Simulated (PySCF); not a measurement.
Run record: geometry optimisation, `BCBC#C`.

Method: PBE0-D3(BJ)/def2-SVP geometry optimisation, gas phase (PySCF 2.14.0). Start geometry: GFN2-xTB. The input is one job of a driver script: a line of settings, then coordinates in Å.

Command:
```bash
OMP_NUM_THREADS=1 python probes_run.py task.json out
```

Input:
```
{"job": {"xc": "PBE0", "basis": "def2-SVP", "d3": "d3bj", "grid": 1, "shake": 0.01, "kind": "geom"}, "charge": 0, "multiplicity": 1}
B     -1.541610     0.050060     0.997990
C     -0.939550     0.480360    -0.382670
B      0.183490    -0.579420    -0.662660
C      1.647760    -0.274680    -0.236350
C      2.745000    -0.033490     0.085480
H     -1.147640     0.529360     1.988100
H     -2.424220    -0.706410     1.034000
H     -1.660690     0.434740    -1.180810
H     -0.512280     1.492760    -0.320790
H     -0.039970    -1.603660    -1.162140
H      3.727810     0.184540     0.394060
```

Output:
```
step   0  E = -167.18595829  max force = 0.126185
step   1  E = -167.19428638  max force = 0.014774
step   2  E = -167.19546206  max force = 0.005673
step   3  E = -167.19594524  max force = 0.006363
step   4  E = -167.19640802  max force = 0.004583
step   5  E = -167.19652308  max force = 0.001584
step   6  E = -167.19654791  max force = 0.001371
step   7  E = -167.19656131  max force = 0.000591
step   8  E = -167.19656827  max force = 0.000264
optimisation converged
```

Energies in Eh; «max force» is the largest Cartesian gradient component in Eh/bohr.

How much energy does the optimisation release, in kcal/mol?

E(step 0) − E(last step) = 0.010610 Eh, which is 6.7 kcal/mol.

In short: final energy -167.19657 Eh after 8 steps; dipole 0.99 D.

Give the final coordinates.

0.093 Å rms from the input after alignment:
```
atom  x, y, z in Å
B1    -1.8417    0.5786    0.3287
C2    -1.0122    0.6340   -0.9904
B3     0.0282   -0.5294   -0.8451
C4     1.3632   -0.3271   -0.1502
C5     2.4352   -0.1699    0.4111
H6    -1.5059    1.2251    1.2938
H7    -2.8082   -0.1435    0.4208
H8    -1.6561    0.4234   -1.8582
H9    -0.4792    1.5944   -1.0664
H10   -0.2329   -1.6373   -1.2552
H11    3.3803   -0.0327    0.9060
```

Hardware: Arm Neoverse N1, one thread, shared host. Cost: 38 s wall, 0.41 GiB resident at most.
Labels such as C1 count atoms from 1, the log's own numbers from 0.
